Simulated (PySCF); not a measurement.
Excitations are Tamm–Dancoff values on a coarser integration grid. The basis has no diffuse functions, so Rydberg states are missing or too high.

# H$_{4}$AlClN$_{2}$, SMILES `[NH2][Al]([Cl])[NH2]` (charge 0, multiplicity 1)

Level of theory: PySCF with r2SCAN-D4/def2-TZVP.

```
Property                                                           Value
-------------------------------------------  ---------------------------
HOMO                                                            -6.12 eV
dipole moment                                                     2.52 D
HOMO–LUMO gap                                                    5.76 eV
LUMO                                                            -0.36 eV
S1 excitation (TDA)                                              5.72 eV
S1 oscillator strength                                             0.000
brightest of the four lowest singlets (TDA)                      6.35 eV
T1 excitation (TDA)                                              5.33 eV
S1–T1 gap (TDA)                                                  0.40 eV
total energy                                                -22167.83 eV
cost                                         very roughly 4 core-minutes
```

Bond lengths (Å): N1–Al2 1.760, N1–H5 1.007, N1–H6 1.007, Al2–N3 1.760, Al2–Cl4 2.100, N3–H7 1.007, N3–H8 1.007. Bond angles (°): Al2–N1–H5 123.9, Al2–N1–H6 125.9, H5–N1–H6 110.2, N1–Al2–N3 123.1, N1–Al2–Cl4 118.4, N3–Al2–Cl4 118.4, Al2–N3–H7 125.9, Al2–N3–H8 123.9, H7–N3–H8 110.2.
